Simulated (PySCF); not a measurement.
C3H5N3. Atoms are numbered in the order given.

```xyz
11

N     -0.1319     2.0735     0.0000
C     -0.0187     0.7957     0.0000
N     -1.0910    -0.0897     0.0000
C     -0.6593    -1.4130     0.0000
C      0.6946    -1.3970     0.0000
N      1.0892    -0.0550     0.0000
H      0.7810     2.5289     0.0000
H     -2.0447     0.2416     0.0000
H     -1.3495    -2.2510     0.0000
H      1.4083    -2.2150     0.0000
H      2.0411     0.2803     0.0000
```
Charge 0, spin multiplicity 1.

Geometry optimised at B3LYP-D3(BJ)/def2-SVP.

Calculation: HF/pcSseg-1 run with PySCF.

GIAO shieldings, no solvent; atoms listed in one row are averaged. δ = σ(ref) − σ: ¹⁵N against NH3 (σ = 267.3 ppm); ¹³C against TMS (σ = 192.6 ppm); ¹H against TMS (σ = 31.99 ppm), references at their B3LYP-D3(BJ)/def2-TZVP geometries, non-relativistic.

Computed chemical shifts:
```json
[
 {"nucleus": "¹⁵N", "atoms": "N1", "count": "1", "δ (ppm)": "141.4"},
 {"nucleus": "¹⁵N", "atoms": "N6", "count": "1", "δ (ppm)": "118.3"},
 {"nucleus": "¹⁵N", "atoms": "N3", "count": "1", "δ (ppm)": "116.1"},
 {"nucleus": "¹³C", "atoms": "C2", "count": "1", "δ (ppm)": "165.4"},
 {"nucleus": "¹³C", "atoms": "C4", "count": "1", "δ (ppm)": "119.7"},
 {"nucleus": "¹³C", "atoms": "C5", "count": "1", "δ (ppm)": "116.5"},
 {"nucleus": "¹H", "atoms": "H9", "count": "1", "δ (ppm)": "6.60"},
 {"nucleus": "¹H", "atoms": "H10", "count": "1", "δ (ppm)": "6.45"},
 {"nucleus": "¹H", "atoms": "H8", "count": "1", "δ (ppm)": "5.58"},
 {"nucleus": "¹H", "atoms": "H11", "count": "1", "δ (ppm)": "5.05"},
 {"nucleus": "¹H", "atoms": "H7", "count": "1", "δ (ppm)": "4.55"}
]
```
